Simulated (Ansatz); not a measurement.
One change: `CC(C)S[SiH3]` becomes `C[CH](C)[Mg][NH2]`.

Ansatz, PBE0-D4/def2-TZVP geometries, multiplicity 1. Each molecule was computed in one conformer, which needn't be the lowest.

```tsv
property	`CC(C)S[SiH3]`
LUMO energy (PBE0/def2-TZVPP) / eV	0.22
HOMO–LUMO gap (PBE/def2-TZVPP) / eV	5.03
LUMO energy (PBE/def2-TZVPP) / eV	-0.67
HOMO energy (PBE0/def2-TZVPP) / eV	-6.90
LUMO energy (ωB97M-V/def2-TZVPP) / eV	1.94
HOMO–LUMO gap (PBE0/def2-TZVPP) / eV	7.11
```

Question: Give the same properties after the change, and the shifts. (An estimate is asked.)

Answer: The calculation gave: 
```json
{"property": "LUMO energy (PBE0/def2-TZVPP) / eV", "`C[CH](C)[Mg][NH2]`": "-0.68", "shift": "-0.90"}
{"property": "HOMO–LUMO gap (PBE/def2-TZVPP) / eV", "`C[CH](C)[Mg][NH2]`": "3.44", "shift": "-1.59"}
{"property": "LUMO energy (PBE/def2-TZVPP) / eV", "`C[CH](C)[Mg][NH2]`": "-1.36", "shift": "-0.69"}
{"property": "HOMO energy (PBE0/def2-TZVPP) / eV", "`C[CH](C)[Mg][NH2]`": "-6.14", "shift": "0.76"}
{"property": "LUMO energy (ωB97M-V/def2-TZVPP) / eV", "`C[CH](C)[Mg][NH2]`": "0.45", "shift": "-1.49"}
{"property": "HOMO–LUMO gap (PBE0/def2-TZVPP) / eV", "`C[CH](C)[Mg][NH2]`": "5.46", "shift": "-1.65"}
```

With PBE0 the HOMO rises by 0.76 eV and the LUMO falls by 0.90 eV, so the gap narrows by about 1.66 eV. PBE moves the HOMO by 0.92 eV and ωB97M-V by 0.75 eV.
